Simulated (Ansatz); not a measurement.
Geometry optimisation, DFT PBE, scalar-relativistic, plane waves, PAW (Ansatz).

The input (input.yaml):

```yaml
accuracy: low
crystal:
  lattice:
    - [11.18, 0.0, 0.0]
    - [5.59, 7.905454, 0.0]
    - [0.0, 0.0, 23.858181]
  atoms:
    - { symbol: Rb, position: [-0.25, 0.5, 0.0419143] }
    - { symbol: Rb, position: [0.25, 0.5, 0.0419143] }
    - { symbol: Rb, position: [-0.25, 1.0, 0.0419143] }
    - { symbol: Rb, position: [0.25, 1.0, 0.0419143] }
    - { symbol: Rb, position: [0.0, 0.0, 0.2075903] }
    - { symbol: Rb, position: [0.5, 0.0, 0.2075903] }
    - { symbol: Rb, position: [0.0, 0.5, 0.2075903] }
    - { symbol: Rb, position: [0.5, 0.5, 0.2075903] }
    - { symbol: Rb, position: [-0.25, 0.5, 0.3732663] }
    - { symbol: Rb, position: [0.25, 0.5, 0.3732663] }
    - { symbol: Rb, position: [-0.25, 1.0, 0.3732663] }
    - { symbol: Rb, position: [0.25, 1.0, 0.3732663] }
    - { symbol: Rb, position: [0.0, 0.0, 0.5389422] }
    - { symbol: Rb, position: [0.5, 0.0, 0.5389422] }
    - { symbol: Rb, position: [0.0, 0.5, 0.5389422] }
    - { symbol: Rb, position: [0.5, 0.5, 0.5389422] }
    - { symbol: Mg, position: [0.2605162, 0.5036033, 0.6479195] }
basis:
  ecutwfc: 420.0
kpoints:
  mp_grid: { grid: [2, 2, 1] }
hamiltonian:
  xc: pbe
scf:
  occupations: { method: fermi_dirac, width: 0.1 }
  lower_state_search: "off"
relax:
  f_tol: 0.08
  max_steps: 25
  adjacent_minimum: "off"
  constraints: [{ sites: [0, 1, 2, 3] }]
```

Run as:

```bash
$ ansatz run input.yaml --threads 4 --pin off --max-ram 10240MiB --backend cpu --events-out ev --progress --plain --runs-dir out
```

Q: Where does it end, and by what steps?

A: The forces met the threshold. The force dipped under the threshold on the way, but the program's further checks kept it going. Limits of this set-up: coarse k mesh, slab without dipole correction, a typed lattice constant that wasn't relaxed here, low accuracy level. After 4 steps the energy has fallen by 0.099 eV; Rb14 moved furthest, 0.61 Å. Joined: Rb13–Mg17 (4.71 → 4.01 Å), Rb14–Mg17 (4.76 → 4.01 Å).

```
step  energy less start (eV)  largest force component (eV/Å)  accepted
   0                  0.0000                           0.123       yes
   1                 -0.0099                           0.112       yes
   2                 -0.0582                           0.047       yes
   3                 -0.0884                           0.032       yes
   4                 -0.0993                           0.027       yes
```

```xyz
17
Lattice="11.1800 0.0000 0.0000 5.5900 7.9055 0.0000 0.0000 0.0000 23.8582" Properties=species:S:1:pos:R:3
Rb 0.000 3.953 1.000
Rb 5.590 3.953 1.000
Rb 2.795 7.905 1.000
Rb 8.385 7.905 1.000
Rb 0.003 0.023 5.095
Rb 5.593 -0.023 5.095
Rb 2.875 3.953 5.013
Rb 8.314 3.953 5.027
Rb 0.018 3.953 8.751
Rb 5.590 3.954 9.164
Rb 2.801 7.917 9.196
Rb 8.394 7.896 9.196
Rb 0.012 -0.351 13.333
Rb 5.601 0.361 13.344
Rb 2.378 3.956 12.855
Rb 8.829 3.955 12.816
Mg 5.615 3.958 15.113
```

Whether the end is a true minimum wasn't checked by a vibrational analysis.

Run time: 43 s on 4 threads of Intel(R) Xeon(R) Platinum 8488C (Sapphire Rapids), with other jobs on the host, peak memory 3.8 GiB.
